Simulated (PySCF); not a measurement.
[NiI4]2- holds Ni(II), d8, at total charge -2. The structure is a model geometry with rigid ligands and bond lengths from ionic radii, not a minimum; coordination tetrahedral, point group Td, metal–donor distances 2.63 Å.

```
5

Ni    0.0000    0.0000    0.0000
I     1.5184    1.5184    1.5184
I    -1.5184   -1.5184    1.5184
I    -1.5184    1.5184   -1.5184
I     1.5184   -1.5184   -1.5184
```

Method (PySCF 2.14, density fitting): CASSCF(8,5) with orbitals averaged over all microstates of the shell, strongly contracted NEVPT2 on the averaged canonical orbitals; basis x2c-TZVPall on the metal, x2c-SVPall elsewhere; spin-free X2C; IEF-PCM water; spin-orbit coupling by state interaction with the mean-field operator over all roots.

Task: What is the ground state?

Result: 3T1 (S = 1, orbital degeneracy 3), with 3.8 electrons in the lower (e-type) set and 4.2 in the upper (t2-type) set, by NEVPT2.

Task: List the excited states of the same spin.

Result: By NEVPT2: 3T2 at 2393 cm⁻¹; 3A2 at 5253 cm⁻¹; 3T1 at 17512 cm⁻¹ (571 nm). The strongest, at 17512 cm⁻¹, has f = 1.2e-04.

Task: Which is the lowest state of another spin?

Result: 1T2 at 14226 cm⁻¹ by NEVPT2; CASSCF alone puts it at 16020 cm⁻¹ above the same ground state.

Task: Give the fitted ligand-field and repulsion parameters.

Result: At CASSCF level (the NEVPT2 levels don't fit a ligand-field model well): orbital energies 0, 0, 1741, 1741, 1741 cm⁻¹; 10Dq = 1741 cm⁻¹; B = 1250 cm⁻¹; C = 4628 cm⁻¹; B over its free-ion value at the same level 0.948; rms of the fit 76 cm⁻¹; ζ = 608 cm⁻¹ (free ion 660).

Task: What are the magnetic parameters?

Result: Degenerate or low-lying orbital states mix with the ground state, so no spin-only Hamiltonian applies. The lowest spin-orbit level is 1-fold; the next lies at 311.7 cm⁻¹. μeff is 4.58 μB at 300 K and 1.12 μB at 10 K; the spin-only value is 2.83 μB.

The ground state is orbitally degenerate in this regular structure, which would distort (Jahn–Teller), so its moment is that of the undistorted model. NEVPT2 lifts 3A2 from 2784 to 5253 cm⁻¹; on the d shell alone such lifts tend to overshoot.

The job took 49 s on one thread of Arm Neoverse V1 (shared host), with 192 basis functions and a peak of 0.64 GiB, launched as `OMP_NUM_THREADS=1 python lf_run.py task.json out`.
